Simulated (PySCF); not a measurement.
PySCF 2.14 output of an unrestricted PW91 calculation on a single atom or ion in aug-cc-pwCVDZ-PP with ECP60MDF, with a scalar-relativistic core potential:

```
SCF conv_tol = 1e-09
number electrons alpha = 8  beta = 4
    J. P. Perdew. In P. Ziesche and H. Eschrig, editors, Proceedings of the 75. WE-Heraeus-Seminar and 21st Annual International Symposium on Electronic Structure of Solids, 11. Berlin, 1991. Akademie Verlag.
    J. P. Perdew, J. A. Chevary, S. H. Vosko, K. A. Jackson, M. R. Pederson, D. J. Singh, and C. Fiolhais.,  Phys. Rev. B 46, 6671 (1992)
    J. P. Perdew, J. A. Chevary, S. H. Vosko, K. A. Jackson, M. R. Pederson, D. J. Singh, and C. Fiolhais.,  Phys. Rev. B 48, 4978 (1993)
    J. P. Perdew. In P. Ziesche and H. Eschrig, editors, Proceedings of the 75. WE-Heraeus-Seminar and 21st Annual International Symposium on Electronic Structure of Solids, 11. Berlin, 1991. Akademie Verlag.
    J. P. Perdew, J. A. Chevary, S. H. Vosko, K. A. Jackson, M. R. Pederson, D. J. Singh, and C. Fiolhais.,  Phys. Rev. B 46, 6671 (1992)
    J. P. Perdew, J. A. Chevary, S. H. Vosko, K. A. Jackson, M. R. Pederson, D. J. Singh, and C. Fiolhais.,  Phys. Rev. B 48, 4978 (1993)
cycle= 1 E= -56.8928041231264  delta_E= -0.00393  |g|= 0.0613  |ddm|= 0.988
cycle= 2 E= -56.8928694808343  delta_E= -6.54e-05  |g|= 0.0578  |ddm|= 0.641
cycle= 3 E= -56.8947715375948  delta_E= -0.0019  |g|= 0.00358  |ddm|= 0.331
cycle= 4 E= -56.8947767638771  delta_E= -5.23e-06  |g|= 0.00168  |ddm|= 0.0266
cycle= 5 E= -56.8947785298068  delta_E= -1.77e-06  |g|= 0.00058  |ddm|= 0.0118
cycle= 6 E= -56.8947787053372  delta_E= -1.76e-07  |g|= 0.000144  |ddm|= 0.00239
cycle= 7 E= -56.8947787308882  delta_E= -2.56e-08  |g|= 5.38e-05  |ddm|= 0.00132
cycle= 8 E= -56.8947787337179  delta_E= -2.83e-09  |g|= 2e-05  |ddm|= 0.000611
cycle= 9 E= -56.8947787339159  delta_E= -1.98e-10  |g|= 1.07e-06  |ddm|= 0.000138
converged SCF energy = -56.8947787339159  <S^2> = 6.0006375  2S+1 = 5.000255
```

The run itself started from symmetry-adapted Hartree-Fock orbitals and held the occupation by maximum overlap, on a logarithmic radial grid, so the iterations belong to that start.

Question: Which element, charge and spin multiplicity is this?

Answer: Ta⁺ (tantalum, charge +1), multiplicity 5; the state was [Xe] 4f14 5d2 6s1 6p1, one real determinant (an excited configuration).

⟨L²⟩ = 13.77 against 20 for a pure G term, so this real determinant mixes terms. Energies and moments cover only the electrons outside the core potential. Spin-orbit coupling, absent here, splits the open shell strongly.
